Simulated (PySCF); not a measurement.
PySCF input for Nb(Me)5 (C5H15Nb), SMILES [CH3][Nb]([CH3])([CH3])([CH3])[CH3], multiplicity 1, B3LYP-D3(BJ)/def2-SVP. Coordinates come from a B3LYP-D3(BJ)/def2-SVP optimisation. The spin state was assumed, not searched. The def2 effective core potentials stand for the cores of Nb; spin–orbit coupling is left out.

```python
import numpy as np
from pyscf import gto, scf, dft, df
from pyscf.hessian import thermo

mol = gto.M(
    atom='''
    Nb    0.04370386   -0.05386276   -0.11400199
    C     1.42485637   -0.34302477    1.54836240
    H     1.11143161    0.11644156    2.49869605
    H     2.39953226    0.08582892    1.25339528
    H     1.55948508   -1.42743973    1.70706492
    C    -1.88673979    0.93713208   -0.32727276
    H    -1.78493034    1.70422496   -1.11603767
    H    -2.26523295    1.42046773    0.58685171
    H    -2.62723364    0.19118022   -0.66568835
    C     0.70177320    2.01014720    0.13324432
    H     1.80600448    2.02355467    0.10855803
    H     0.36370253    2.49638771    1.06150521
    H     0.33052657    2.59414261   -0.72769786
    C     0.73192231   -0.95426183   -1.94432962
    H    -0.12099356   -1.28433293   -2.56707131
    H     1.36483828   -1.83764339   -1.73628434
    H     1.33088727   -0.23859738   -2.53890332
    C    -1.16289007   -1.41580010    1.08743258
    H    -0.55031645   -2.30718703    1.31177059
    H    -2.02671547   -1.73598923    0.47803591
    H    -1.53637566   -0.99782063    2.03526564
    ''',
    basis='def2-SVP',
    ecp={'Nb': 'def2-svp'},
    charge=0,
    spin=0,
    max_memory=1600,
    verbose=3,
)
mf = dft.RKS(mol, xc='b3lyp').density_fit(auxbasis='def2-universal-jkfit')
mf.disp = 'd3bj'
mf.grids.level = 3
mf.conv_tol = 1e-11
mf.max_cycle = 100
mf.kernel()

# [left out here: the lines that compute and print the analytic Hessian (its translational invariance restored by hand, since the grid's response is missing), thermochemistry and intensities]
```

Program output:

```
converged SCF energy = -256.39076682458

WARN: DFTD3 does not support analytical Hessian, using finite difference


WARN: Mole.unit (angstrom) is changed to Bohr

Mode                                 0                   1                   2
Irrep
Freq [cm^-1]                      -13.4946             42.0134             85.0066
Reduced mass [au]                   1.0194              1.0088              2.2242
Force const [Dyne/A]               -0.0001              0.0010              0.0095
Char temp [K]                     -19.4157             60.4479            122.3055
Normal mode                   x     y     z       x     y     z       x     y     z
       0  Nb                 0.00 -0.00  0.00    0.00 -0.00  0.00   -0.00 -0.00  0.00
       1   C                -0.01 -0.01  0.01   -0.00 -0.00  0.00    0.07 -0.05 -0.07
       2   H                -0.02 -0.01  0.01   -0.15 -0.26  0.08    0.18 -0.09 -0.02
       3   H                -0.01 -0.01  0.02   -0.05  0.22  0.17    0.05 -0.08 -0.16
       4   H                -0.02 -0.01  0.01    0.16 -0.02 -0.22    0.05 -0.07 -0.14
       5   C                 0.01  0.01 -0.01    0.00 -0.00  0.00    0.00 -0.03 -0.11
       6   H                 0.02  0.01 -0.01    0.00 -0.20 -0.19    0.06 -0.08 -0.15
       7   H                 0.00  0.01 -0.01    0.14  0.26 -0.08   -0.10  0.03 -0.18
       8   H                 0.01  0.01 -0.02   -0.10 -0.01  0.25    0.05 -0.07 -0.13
       9   C                 0.01 -0.00  0.01   -0.00  0.00 -0.00   -0.05  0.01  0.10
      10   H                 0.01 -0.02 -0.01   -0.00 -0.03 -0.26   -0.05  0.07  0.14
      11   H                 0.03 -0.01  0.02    0.24 -0.09  0.14   -0.11 -0.10  0.13
      12   H                 0.00  0.01  0.02   -0.19  0.11  0.15   -0.06  0.07  0.14
      13   C                -0.01  0.00 -0.01   -0.00  0.00 -0.00    0.00  0.01 -0.00
      14   H                -0.00 -0.50  0.26   -0.01  0.00  0.00    0.01  0.01 -0.01
[...]
       8   H                 0.02  0.01  0.01   -0.19 -0.21 -0.08    0.02  0.02  0.01
       9   C                 0.01  0.03 -0.01   -0.01 -0.02  0.01    0.00  0.00  0.00
      10   H                -0.41  0.01  0.00    0.34 -0.01 -0.00   -0.01  0.00 -0.00
      11   H                 0.10 -0.11 -0.25   -0.08  0.10  0.21    0.00 -0.01 -0.01
      12   H                 0.15 -0.21  0.33   -0.12  0.17 -0.26    0.00 -0.00  0.00
      13   C                -0.00 -0.00  0.00   -0.00  0.00  0.00    0.04  0.07 -0.02
      14   H                 0.01  0.00  0.00   -0.03 -0.01 -0.02   -0.29 -0.10 -0.22
      15   H                -0.00  0.01 -0.00    0.02 -0.03  0.01    0.24 -0.31  0.07
      16   H                 0.01  0.01 -0.01    0.02  0.03 -0.02   -0.42 -0.49  0.42
      17   C                 0.02  0.03 -0.01    0.01  0.02 -0.01    0.00  0.00 -0.00
      18   H                 0.27 -0.36  0.09    0.17 -0.22  0.06    0.00 -0.00  0.00
      19   H                -0.36 -0.12 -0.26   -0.22 -0.07 -0.16   -0.00 -0.00 -0.00
      20   H                -0.10  0.14  0.27   -0.06  0.09  0.17   -0.00  0.00  0.00
Mode                                48                  49                  50
Irrep
Freq [cm^-1]                     3075.2991           3076.4459           3086.4886
Reduced mass [au]                   1.1007              1.1043              1.1010
Force const [Dyne/A]                6.1331              6.1578              6.1795
Char temp [K]                    4424.6708           4426.3207           4440.7700
Normal mode                   x     y     z       x     y     z       x     y     z
       0  Nb                -0.00  0.00 -0.00   -0.00  0.00 -0.00    0.00 -0.00  0.00
       1   C                -0.00 -0.00  0.00   -0.02 -0.04  0.01   -0.00  0.00  0.01
       2   H                -0.00  0.00  0.00    0.00 -0.02 -0.02    0.03 -0.04 -0.09
       3   H                 0.03  0.01 -0.01    0.28  0.12 -0.09    0.00  0.00  0.00
       4   H                -0.00  0.02 -0.00   -0.04  0.33 -0.05   -0.00  0.02 -0.00
       5   C                 0.00  0.00 -0.00    0.02  0.04 -0.01    0.00 -0.00 -0.01
       6   H                -0.00 -0.02  0.02   -0.03 -0.23  0.23   -0.00 -0.01  0.01
       7   H                 0.00 -0.00 -0.00   -0.00  0.02  0.02   -0.04  0.05  0.09
       8   H                -0.02 -0.02 -0.01   -0.23 -0.23 -0.11   -0.02 -0.02 -0.01
       9   C                 0.00 -0.00  0.00    0.03 -0.01  0.02    0.05 -0.02  0.03
      10   H                -0.03 -0.00  0.00   -0.32 -0.00  0.01   -0.47 -0.01  0.01
      11   H                 0.00 -0.00  0.00    0.01 -0.00  0.00    0.01 -0.00  0.01
      12   H                -0.01  0.02 -0.03   -0.11  0.17 -0.25   -0.16  0.25 -0.37
      13   C                -0.07  0.03 -0.04    0.00 -0.00  0.00    0.01 -0.00  0.00
      14   H                 0.51  0.21  0.38   -0.02 -0.01 -0.01   -0.04 -0.02 -0.03
      15   H                 0.37 -0.53  0.12   -0.01  0.02 -0.00   -0.03  0.04 -0.01
      16   H                -0.01  0.01 -0.01    0.00 -0.00  0.00    0.00 -0.00  0.00
      17   C                 0.00 -0.00  0.00   -0.04  0.02 -0.02    0.05 -0.02  0.03
      18   H                -0.02  0.03 -0.01    0.20 -0.29  0.07   -0.26  0.37 -0.09
      19   H                -0.03 -0.01 -0.02    0.28  0.10  0.20   -0.36 -0.14 -0.26
      20   H                 0.00 -0.00  0.00   -0.01  0.00 -0.01    0.01 -0.00  0.01
Mode                                51                  52                  53
Irrep
Freq [cm^-1]                     3086.5608           3094.9864           3117.1330
Reduced mass [au]                   1.1008              1.0989              1.1025
Force const [Dyne/A]                6.1791              6.2022              6.3115
Char temp [K]                    4440.8737           4452.9964           4484.8604
Normal mode                   x     y     z       x     y     z       x     y     z
       0  Nb                -0.00 -0.00  0.00   -0.00  0.00 -0.00    0.00  0.00 -0.00
       1   C                -0.03 -0.05  0.02   -0.02 -0.04  0.01    0.02 -0.02 -0.03
       2   H                 0.01 -0.03 -0.03    0.01 -0.02 -0.03   -0.12  0.18  0.36
       3   H                 0.40  0.18 -0.12    0.30  0.13 -0.09   -0.11 -0.06  0.03
       4   H                -0.06  0.47 -0.07   -0.04  0.33 -0.05   -0.01  0.15 -0.03
       5   C                -0.03 -0.05  0.02    0.02  0.04 -0.01    0.00 -0.02 -0.04
       6   H                 0.04  0.32 -0.33   -0.03 -0.23  0.24   -0.01 -0.09  0.08
       7   H                 0.01 -0.03 -0.03   -0.01  0.02  0.03   -0.15  0.19  0.36
       8   H                 0.32  0.32  0.15   -0.22 -0.23 -0.10    0.10  0.10  0.04
       9   C                 0.00 -0.00 -0.01   -0.04  0.01 -0.02   -0.02  0.01  0.03
      10   H                -0.00 -0.00 -0.00    0.35  0.00 -0.01    0.12  0.00  0.00
      11   H                -0.03  0.05  0.09   -0.01  0.00 -0.00    0.11 -0.16 -0.31
      12   H                -0.00  0.01 -0.01    0.12 -0.19  0.27   -0.05  0.06 -0.09
      13   C                -0.00 -0.00  0.00    0.00 -0.00  0.00   -0.00 -0.00  0.00
      14   H                 0.02  0.01  0.02   -0.02 -0.01 -0.02    0.00  0.00  0.00
      15   H                -0.02  0.02 -0.00   -0.02  0.02 -0.01   -0.00  0.00 -0.00
      16   H                 0.03  0.03 -0.03   -0.00 -0.00  0.00    0.00  0.00 -0.00
      17   C                -0.00  0.00  0.01    0.03 -0.01  0.02   -0.01  0.03  0.04
      18   H                -0.01  0.01  0.00   -0.18  0.26 -0.06    0.09 -0.13  0.04
      19   H                 0.00  0.00  0.00   -0.25 -0.09 -0.18   -0.13 -0.04 -0.08
      20   H                 0.03 -0.04 -0.09    0.01 -0.00  0.00    0.17 -0.19 -0.43
Mode                                54                  55                  56
Irrep
Freq [cm^-1]                     3122.5594           3122.5948           3129.2736
Reduced mass [au]                   1.1015              1.1015              1.1019
Force const [Dyne/A]                6.3280              6.3282              6.3574
Char temp [K]                    4492.6677           4492.7187           4502.3280
Normal mode                   x     y     z       x     y     z       x     y     z
       0  Nb                 0.00  0.00 -0.00   -0.00  0.00 -0.00    0.00 -0.00 -0.00
       1   C                 0.01 -0.00 -0.01   -0.03  0.03  0.04    0.02 -0.02 -0.03
       2   H                -0.04  0.06  0.12    0.17 -0.24 -0.50   -0.12  0.18  0.37
       3   H                -0.09 -0.04  0.03    0.14  0.07 -0.04   -0.12 -0.06  0.03
       4   H                 0.00 -0.01 -0.00    0.02 -0.24  0.04   -0.01  0.16 -0.03
       5   C                 0.00  0.02  0.02    0.01 -0.02 -0.05    0.00 -0.02 -0.04
       6   H                 0.00  0.02 -0.01   -0.02 -0.14  0.13   -0.01 -0.10  0.09
       7   H                 0.09 -0.11 -0.22   -0.18  0.24  0.45   -0.14  0.18  0.35
       8   H                -0.11 -0.11 -0.04    0.13  0.13  0.05    0.11  0.11  0.04
       9   C                 0.03 -0.01 -0.05    0.00 -0.00 -0.02    0.02 -0.01 -0.04
      10   H                -0.22 -0.00 -0.01   -0.02 -0.00 -0.00   -0.16 -0.00 -0.00
      11   H                -0.18  0.25  0.49   -0.07  0.09  0.18   -0.14  0.20  0.39
      12   H                 0.07 -0.10  0.13    0.05 -0.07  0.10    0.06 -0.09  0.12
      13   C                 0.00  0.00 -0.00   -0.00  0.00 -0.00    0.00 -0.00 -0.00
      14   H                -0.01 -0.00 -0.01    0.01  0.00  0.00    0.00  0.00  0.00
      15   H                 0.00 -0.00  0.00    0.01 -0.01  0.00   -0.00  0.00  0.00
      16   H                -0.01 -0.01  0.01   -0.00 -0.00  0.00   -0.00 -0.00  0.00
      17   C                -0.01  0.03  0.04   -0.01  0.01  0.01    0.01 -0.02 -0.03
      18   H                 0.09 -0.13  0.04    0.07 -0.10  0.03   -0.08  0.11 -0.03
      19   H                -0.17 -0.05 -0.11   -0.00  0.00  0.00    0.11  0.03  0.07
      20   H                 0.18 -0.21 -0.46    0.06 -0.07 -0.16   -0.13  0.15  0.33
temperature 298.1500 [K]
pressure 101325.00 [Pa]
Rotational constants [GHz] 1.93519 1.93495 1.85664
Symmetry number 1
Zero-point energy (ZPE) 0.17357 [Eh]   455713.589 [J/mol]
                           tot       elec      trans        rot        vib
Entropy [J/mol/K]       452.205      0.000    172.656    118.101    161.448
Cv [J/mol/K]            189.662      0.000     12.472     12.472    164.718
Cp [J/mol/K]            197.976      0.000     20.786     12.472    164.718
Internal energy [J/mol]                      3718.434   3718.434 481564.351
Internal energy [Eh]   -256.20452  -256.39077
Enthalpy [J/mol]                             6197.391   3718.434 481564.351
Enthalpy [Eh]          -256.20357
Gibbs free energy [J/mol]                  -45280.100 -31493.406 433428.616
Gibbs free energy [Eh] -256.25492
mode   freq/cm-1   IR/(km/mol)
   1      -13.49         0.120
   2       42.01         0.003
   3       85.01         0.002
   4      126.55         1.208
   5      127.09         1.173
   6      131.57         0.022
   7      132.16         0.039
   8      187.42         0.011
   9      202.08         0.020
  10      234.42        10.203
  11      234.63        10.191
  12      349.29         0.003
  13      411.33         0.055
  14      449.05        16.588
  15      449.45        16.587
  16      495.50        56.683
  17      520.99         3.329
  18      522.89        33.286
  19      522.94        33.060
  20      577.92        30.334
  21      578.04        30.117
  22      622.38         0.163
  23      636.45         0.005
  24      650.29        12.065
  25      650.98        13.802
  26      651.12        13.087
  27      700.48        22.238
  28     1162.12         0.000
  29     1171.53         7.030
  30     1173.27         2.442
  31     1173.32         2.436
  32     1197.06         0.001
  33     1389.49         3.313
  34     1394.82         5.655
  35     1395.50         0.311
  36     1396.83         2.441
  37     1407.01         7.344
  38     1407.06         7.513
  39     1408.41         0.011
  40     1408.47         0.004
  41     1421.64         0.087
  42     1429.72        22.669
  43     2980.75         0.027
  44     2992.92         0.045
  45     2998.34         8.476
  46     2998.46         8.455
  47     3005.36         2.146
  48     3073.90         2.750
  49     3075.30         2.605
  50     3076.45         0.002
  51     3086.49        35.382
  52     3086.56        35.026
  53     3094.99         0.003
  54     3117.13         0.022
  55     3122.56         1.549
  56     3122.59         1.440
  57     3129.27        27.506
max |gradient| / (hartree/bohr): 7.274477087161062e-05
APT charges: [ 1.5777e+00 -2.2490e-01  1.0000e-03 -4.0900e-02 -3.6400e-02 -2.2530e-01
 -4.0800e-02  1.0000e-03 -3.6500e-02 -2.2370e-01 -3.7800e-02  7.0000e-04
 -3.7800e-02 -3.6630e-01 -1.7000e-03 -1.7000e-03 -2.3000e-03 -2.2670e-01
 -3.9500e-02 -3.9300e-02  1.4000e-03]
```

The calculation finished and met its thresholds. The end point has an imaginary mode, so it is no minimum.

Cost: about 12 core-minutes (a rough figure).
